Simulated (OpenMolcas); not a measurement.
**Which level was it?**

AsH2 has 3 atoms, charge 0, and is taken as a doublet. SMILES: `[AsH2]`. The shape is that of a PBE0-D4/def2-TZVP optimisation.

```xyz
3

As   -0.5733    0.3274   -0.2748
H     0.6804    0.7957    0.4591
H    -0.1071   -1.1232   -0.1843
```

A calculation with OpenMolcas 26.06 gave:

```yaml
total_energy: -2237.0639 Eh
dipole_moment: 0.28 D
HOMO_energy: -7.79 eV
LUMO_energy: -2.23 eV
⟨S²⟩: 0.755
largest_force: 0.325 eV/Å
```

**Question.** Which of these levels gave the numbers?
A. HF/STO-3G
B. B3LYP/6-31G* (spherical functions)
C. BLYP/cc-pVTZ
D. BHLYP/cc-pVTZ

**Answer.** D. The others give -2210.4090 Eh (HF/STO-3G), -2237.1238 Eh (BLYP/cc-pVTZ), -2236.7883 Eh (B3LYP/6-31G* (spherical functions)).
